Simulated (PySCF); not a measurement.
Isomers of C3H10N2Si, one conformer each. Method used: core-valence-separated Tamm–Dancoff BHandHLYP/aug-pcX-1 (pcseg-1 on H, def2-SVPD on Si) in PySCF, non-relativistic, gas phase, PBE0-D3(BJ)/def2-SVP geometry. No empirical shift is added; at this level the pattern usually sits a few eV under experiment.

P. `N[SiH2]NC1CC1`
Q. `C[C@H]1CN[SiH2]N1`
R. `N(=C)[SiH2]N(C)C`

Main lines, eV (oscillator strength):
1. C K: 285.2 (0.010), 286.0 (0.029), 286.1 (0.025), 286.3 (0.018), 286.5 (0.022); N K: 399.0 (0.013), 399.0 (0.011), 399.8 (0.014), 399.9 (0.016), 400.7 (0.012)
2. C K: 285.7 (0.010), 285.8 (0.012), 286.0 (0.014), 286.0 (0.028), 286.5 (0.027); N K: 398.9 (0.007), 399.4 (0.015), 399.9 (0.031), 400.2 (0.011), 400.4 (0.023)
3. C K: 282.7 (0.070), 286.2 (0.023), 286.9 (0.058), 287.0 (0.034), 287.0 (0.034); N K: 395.4 (0.056), 399.9 (0.006), 400.3 (0.012), 400.4 (0.010), 400.8 (0.009)
Listed: the first five lines at most of each edge with a tenth or more of its strongest line's intensity; roots within 0.03 eV on the same or equivalent atoms are summed. Only the lowest roots were sought, and the top ones are left out.

Which spectrum belongs to which isomer?

1 = Q, 2 = P, 3 = R.
- P: first C line listed at 285.7 eV, hole on the three-membered-ring carbon; first N line listed at 398.9 eV, hole on the silicon-bound nitrogen.
- Q: first C line listed at 285.2 eV, hole on the methyl carbon; first N line listed at 399.0 eV, hole on the silicon-bound nitrogen.
- R: first C line listed at 282.7 eV, hole on the C=N carbon (1s→π*); first N line listed at 395.4 eV, hole on the C=N nitrogen.

What are the ground-state energies of the isomers at BHandHLYP/aug-pcX-1 (pcseg-1 on H, def2-SVPD on Si), relative to the lowest?

P 64.9, Q 0.0, R 107.2 kJ/mol (electronic energies on these geometries, no dispersion or zero-point terms).
